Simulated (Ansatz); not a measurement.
Born–Oppenheimer molecular dynamics of ClH₄NO₂Zr (9 atoms, charge 0, multiplicity 1). It goes on from the last frame of an earlier run, with new velocities.

These are results of RKS revPBE-D4/def2-SVP (Ansatz), not measurements.

- ensemble: NVT, Langevin thermostat
- time step: 0.5 fs
- steps asked: 100
- set temperature: 2000 K
- friction: 0.05 /fs
- seed: 709964

First frame:

```xyz
9
Properties=species:S:1:pos:R:3
Zr -0.065 -0.262 0.016
N 0.010 -0.211 2.042
H -0.811 0.022 2.620
H 0.832 -0.284 2.646
O 1.834 -0.071 -0.453
H 2.769 0.154 -0.648
O -1.220 1.223 -0.487
H -1.989 1.754 -0.755
Cl -1.139 -2.345 -0.601
```

(1) How far do the bonds stretch over the last three quarters of this one trajectory? (Pairs bonded in most of those frames.)

## Answers

(1) 
```csv
bond,mean (Å),spread (Å),shortest,longest
Zr1–N2,2.085,0.144,1.83,2.24
Zr1–H3,2.505,0.352,2.11,3.13
Zr1–O5,2.125,0.127,1.90,2.27
Zr1–O7,2.018,0.093,1.91,2.16
Zr1–H8,2.503,0.084,2.34,2.66
Zr1–Cl9,2.393,0.055,2.32,2.47
N2–H3,1.066,0.054,0.95,1.19
N2–H4,1.051,0.034,0.99,1.13
O5–H6,1.012,0.075,0.87,1.17
O7–H8,1.004,0.042,0.92,1.07
```

Mean temperature of the second half: 2246 K. The mean temperature of the second half is 12 % above the set value. A run of 0.05 ps of so small a system gives no equilibrium averages.

The run took 4.2 min on 2 threads of Arm Neoverse V1, with other jobs on the host, peak memory 0.15 GiB.
